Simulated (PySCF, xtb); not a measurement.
H₄OSSeSi, SMILES S[Se]O[SiH3]. Other conformers were not sampled.

Harmonic wavenumbers (cm⁻¹) from GFN2-xTB in xtb at its own minimum, in rising order: 45, 93, 135, 213, 315, 394, 433, 605, 632, 730, 755, 790, 813, 852, 2245, 2270, 2317, 2323.

Task: What does PBE0-D3(BJ)/def2-SVP run with PySCF 2.14.0 give at its own minimum? (The exact figures need the calculation; the answer reports its results.)

Result: 61, 97, 151, 228, 393, 410, 545, 708, 727, 837, 880, 933, 946, 974, 2237, 2243, 2265, 2661. Paired by order, the mean absolute difference is 84 cm⁻¹ and the zero-point energies are 22.8 and 24.7 kcal/mol.
